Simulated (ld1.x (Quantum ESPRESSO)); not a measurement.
molybdenum (Mo): variants of one TM potential

Base potential:

* Element: molybdenum (Mo)
* Generator: ld1.x (Quantum ESPRESSO) 7.5
* Type: norm-conserving Troullier–Martins (Kleinman–Bylander form)
* Functional: LDA (PZ)
* Relativity: scalar-relativistic
* Frozen core: [Ar] 3d10
* Valence charge: 14
* Reference configuration: 4s2 4p6 4d5 5s0 5p0 (charge +1)
* Partial waves: 4s (bound): rc 1.10 bohr; 4p (bound): rc 1.80 bohr; 4d (bound): rc 2.25 bohr
* Local potential: all-electron potential smoothed inside 1.90 bohr (lloc = -1)
* Core correction: a·sin(br)/r model core inside 0.75 bohr

Cutoffs, loose and tight: the cutoffs (Ry, on a coarse ladder) from which the occupation-weighted sum of valence levels, in a spherical-Bessel basis at the reference potential, stays within 10 and 1 mRy of its value at 400 Ry. They do not see the model core or the augmentation charge, which bear on the density cutoff. Test errors are all-electron minus pseudo excitation energies from the reference, over the configurations 4s2 4p6 4d5 5s1 5p0; 4s2 4p6 4d4 5s0 5p0; 4s2 4p6 4d3 5s0 5p0; 4s2 4p6 4d5 5s0.5 5p0; 4s1 4p6 4d5 5s1 5p0; 4s2 4p6 4d4 5s1 5p0; 4s2 4p6 4d5 5s0 5p1 (two spin-polarised tests are not counted in the largest error). A dash means not determined; rows that change the core or the reference have their own tests. The largest error is taken over the tests solved by every variant that gives reliable tests at all: 4s2 4p6 4d3 5s0 5p0; 4s2 4p6 4d4 5s0 5p0; 4s2 4p6 4d5 5s0 5p1.

A true bound ghost makes a file unfit for plane-wave use even where its test errors are small: the radial tests pick states by their node count and pass the ghost by. Where a test does run into it, the solver fails or the error is huge.

```tsv
change	outcome	cutoff, loose	cutoff, tight	bound ghosts	largest test error (meV)
base	generated	100 Ry	180 Ry	s	+43
wave 4s (bound): rc 1.10 bohr becomes 4s (bound): rc 0.76 bohr	generated	over 300 Ry	over 300 Ry	s	+43
wave 4s (bound): rc 1.10 bohr becomes 4s (bound): rc 0.92 bohr	generated	160 Ry	300 Ry	s	+43
wave 4s (bound): rc 1.10 bohr becomes 4s (bound): rc 1.06 bohr	generated	100 Ry	180 Ry	s	+43
wave 4s (bound): rc 1.10 bohr becomes 4s (bound): rc 1.20 bohr	generated	90 Ry	160 Ry	s	+43
wave 4s (bound): rc 1.10 bohr becomes 4s (bound): rc 1.28 bohr	generated	90 Ry	160 Ry	s	+43
wave 4s (bound): rc 1.10 bohr becomes 4s (bound): rc 1.50 bohr	generated	60 Ry	90 Ry	none	+43
```

Problem. What comes out with this change to the base: wave 4s (bound): rc 1.10 bohr becomes 4s (bound): rc 1.68 bohr?

Solution. outcome: generated; cutoff, loose: 50 Ry; cutoff, tight: 70 Ry; bound ghosts: none; largest test error (meV): +43.

Reading the sweep of the s radius (base included, trends over the rows without a ghost): Bound ghosts are found at 0.76, 0.92, 1.06, 1.1, 1.2, 1.28 bohr.
